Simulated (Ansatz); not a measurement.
Relaxation of BrCl₃H₂Si (7 atoms, charge 0, multiplicity 1), to a largest force component of 0.03 eV/Å in at most 50 steps.

Theory: Ansatz 0.2.0, RKS PBE/def2-SVP.

```xyz
7
Properties=species:S:1:pos:R:3
Si -0.744 -0.502 -0.275
Cl 1.155 -1.407 -0.081
Cl -1.996 -1.929 -1.084
Cl -1.426 0.034 1.589
H -0.690 0.663 -1.198
H 2.180 0.913 0.616
Br 1.522 2.227 0.434
```

Q: Where does it end, and by what steps?

A: The forces met the threshold. The force dipped under the threshold on the way, but the program's further checks kept it going. After 16 steps the energy has fallen by 0.083 eV; Br7 moved furthest, 0.64 Å.

| step | energy less start (eV) | largest force component (eV/Å) | accepted |
| --- | --- | --- | --- |
| 0 | 0.0000 | 0.772 | yes |
| 1 | -0.0577 | 0.246 | yes |
| 2 | -0.0650 | 0.050 | yes |
| 3 | -0.0680 | 0.050 | yes |
| 4 | -0.0718 | 0.221 | yes |
| 5 | -0.0746 | 0.161 | yes |
| 6 | -0.0784 | 0.057 | yes |
| 7 | -0.0787 | 0.096 | yes |
| 8 | -0.0795 | 0.121 | yes |
| 9 | -0.0820 | 0.012 | yes |
| 10 | -0.0823 | 0.024 | yes |
| 11 | -0.0825 | 0.044 | yes |
| 12 | -0.0827 | 0.047 | yes |
| 13 | -0.0829 | 0.040 | yes |
| 14 | -0.0831 | 0.028 | yes |
| 15 | -0.0831 | 0.033 | no |
| 16 | -0.0832 | 0.012 | yes |

```xyz
7
Properties=species:S:1:pos:R:3
Si -0.840 -0.574 -0.171
Cl 1.058 -1.331 0.215
Cl -1.852 -1.928 -1.346
Cl -1.833 -0.326 1.613
H -0.704 0.727 -0.878
H 2.064 0.995 0.301
Br 2.106 2.437 0.266
```

Whether the end is a true minimum wasn't checked by a vibrational analysis.

Time of the run: 37 s on 2 threads of Arm Neoverse V1, with other jobs on the host, peak memory 0.16 GiB.
